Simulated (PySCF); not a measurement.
C₃H₃, SMILES C#C[CH2], multiplicity 2.

Geometry optimised at PBE-D3(BJ)/def2-TZVP. The isomer is the one that the SMILES or the coordinates give; other isomers of the formula were not compared.

Calculation: PBE-D3(BJ)/def2-TZVP (PySCF).

Harmonic, unscaled wavenumbers; measured fundamentals usually lie a few per cent lower.

Computed harmonic wavenumbers and intensities:
```tsv
mode	ν (cm⁻¹)	IR (km/mol)	moving atoms (share of kinetic energy)
1	342	5.3	C 71 %, H 29 %
2	387	9.0	C 71 %, H 29 %
3	402	46.8	H 68 %, C 32 %
4	582	53.7	H 81 %, C 19 %
5	672	45.7	H 71 %, C 29 %
6	992	0.8	H 66 %, C 34 %
7	1085	1.0	C 78 %, H 22 %
8	1406	2.0	H 80 %, C 20 %
9	1974	0.1	C 93 %
10	3079	1.5	H 95 %
11	3166	0.3	H 89 %, C 11 %
12	3395	60.4	H 88 %, C 12 %
```
